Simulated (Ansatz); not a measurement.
Species: H₄BNO₂, charge 0, singlet. H4BNO2 (SMILES NB(O)O).
B3LYP-D3(BJ)/def2-TZVP minimum from Ansatz (a program for electronic structure):
```xyz
8

B     -0.0046     0.0010    -0.0027
O     -0.9180    -1.0316    -0.1170
H     -1.7191    -0.8238    -0.6018
O     -0.1890     1.2647    -0.5343
H     -1.0133     1.3992    -1.0058
N      1.1890    -0.2504     0.6995
H      1.8969     0.4498     0.8226
H      1.3915    -1.1423     1.1120
```

Total energies in hartree (Ansatz). Open shells are spin-unrestricted; no spin-orbit coupling. Cores are frozen in correlated methods. No relativity. For partners of very few electrons the exact lower level stands in for a higher one.

```csv
species,HF/cc-pVTZ,CCSD(T)/cc-pVTZ,HF/cc-pVQZ,CCSD(T)/cc-pVQZ,CCSD(T)/cc-pVDZ,CCSDT(Q)/cc-pVDZ
"1: H4BNO2 (aminoboronic acid, SMILES NB(O)O)",-231.44137,-232.27873,-231.46019,-232.35434,-232.02433,-232.02652
2: B (doublet),-24.53207,-24.59810,-24.53297,-24.60084,-24.58941,-24.58977
3: O (triplet),-74.81176,-74.97396,-74.81729,-74.99357,-74.90995,-74.91013
4: H (doublet),-0.49981,-0.49981,-0.49995,-0.49995,-0.49928,-0.49928
5: N (quartet),-54.40069,-54.51471,-54.40372,-54.52482,-54.47850,-54.47866
```

Task: Work out the atomisation energy (electronic, to ground-state atoms) in kcal/mol: take Hartree-Fock from cc-pVQZ, extrapolate the CCSD(T) correlation energy as X^-3 (X = 3, 4), and add CCSDT(Q) - CCSD(T) in cc-pVDZ. 1 hartree = 627.51 kcal/mol.

Result: 
Species 1: correlation (64·(-0.89415) - 27·(-0.83736))/37 = -0.93559; step -0.00219; E1 = -231.46019 + (-0.93559) + (-0.00219) = -232.39797
Species 2: correlation (64·(-0.06787) - 27·(-0.06603))/37 = -0.06921; step -0.00036; E2 = -24.53297 + (-0.06921) + (-0.00036) = -24.60254
Species 3: correlation (64·(-0.17628) - 27·(-0.16220))/37 = -0.18655; step -0.00018; E3 = -74.81729 + (-0.18655) + (-0.00018) = -75.00402
Species 4: correlation (64·(0.00000) - 27·(0.00000))/37 = 0.00000; step +0.00000; E4 = -0.49995 + (0.00000) + (+0.00000) = -0.49995
Species 5: correlation (64·(-0.12110) - 27·(-0.11402))/37 = -0.12627; step -0.00016; E5 = -54.40372 + (-0.12627) + (-0.00016) = -54.53015
-1·E1 +1·E2 +2·E3 +4·E4 +1·E5 = 1.25744 hartree = 789.1 kcal/mol.
